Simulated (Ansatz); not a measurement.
Input for Ansatz (a program for electronic structure): U-CCSD(T)/cc-pVDZ on Ge2H6 (SMILES [GeH3][GeH3]), a point of a bond scan (R = 2.679 Å). The run froze 28 orbitals, filled d shells among them.

Ansatz 0.2 input:
```yaml
crystal:
  periodic: [false, false, false]
  atoms:
    - {symbol: Ge, position_ang: [-1.21412012, 0.09497213, -0.01554390]}
    - {symbol: Ge, position_ang: [1.45694414, -0.11396656, 0.01865268]}
    - {symbol: H, position_ang: [-1.81564152, -0.88366826, -1.03991537]}
    - {symbol: H, position_ang: [-1.63545207, 1.52474348, -0.39912600]}
    - {symbol: H, position_ang: [-1.79543962, -0.23067558, 1.37187209]}
    - {symbol: H, position_ang: [1.87827609, -1.54373791, 0.40223478]}
    - {symbol: H, position_ang: [2.05846554, 0.86467383, 1.04302415]}
    - {symbol: H, position_ang: [2.03826364, 0.21168115, -1.36876331]}
basis:
  gaussian:
    orbitals: cc-pVDZ
correlation: {method: ccsd_t, electrons: outside_noble_gas}
scf: {omitted_lower_state_checks: [cluster_reference]}
magnetization: {spin_polarized: true, initial_magnetization: 0}
```

The log:

```
WARN ansatz: RAYON_NUM_THREADS=1 ignored (pool sized by the plan → 1); use --threads N
Functional definition: HF
these checks for a lower state are left out or cut short: cluster_reference
integrals: 0.14 GiB planned
910 factors; integrals over basis functions are off by at most 9.8e-4 eV
mean field: 0.43 GiB planned
mean field evaluation 1: about -113039.1444 eV, gradient 8.4e0 eV
mean field evaluation 2: about -113039.1509 eV, gradient 8.4e0 eV
mean field evaluation 4: about -113039.9837 eV, gradient 5.3e-1 eV
mean field evaluation 8: about -113039.9868 eV, gradient 8.2e-7 eV
mean field -113039.98680728 eV, -4154.1428939126 hartree, gradient 3.2e-6 eV, S^2 0.000000; 0 other end points of the search recorded, 0 dependent functions left out
28 core orbitals not correlated
reference -113039.98680728 eV, -4154.1428939126 hartree; 7, 7 occupied and 49, 49 virtual orbitals, 910 factors
second order -5.58172996 eV of doubles, -0.00000000 eV of singles
coupled cluster: 0.22 GiB planned
cycle   1  -6.57858475 eV  change    -1.0e0 eV  update   7.4e-2
cycle   2  -6.93115527 eV  change   -3.5e-1 eV  update   2.5e-2
cycle   3  -6.94402476 eV  change   -1.3e-2 eV  update   5.5e-3
cycle   4  -6.94312891 eV  change    9.0e-4 eV  update   1.5e-3
cycle   5  -6.94244699 eV  change    6.8e-4 eV  update   4.6e-4
cycle   6  -6.94229354 eV  change    1.5e-4 eV  update   1.2e-4
cycle   7  -6.94228938 eV  change    4.2e-6 eV  update   3.3e-5
cycle   8  -6.94230244 eV  change   -1.3e-5 eV  update   7.3e-6
perturbative correction -0.15783803 eV, -0.0058004407 hartree
Total energy: -113047.08694776 eV, -4154.4038192624 hartree
Checks for a lower state left out: cluster_reference
```

The run converged.

Cost: very roughly 7 core-seconds.
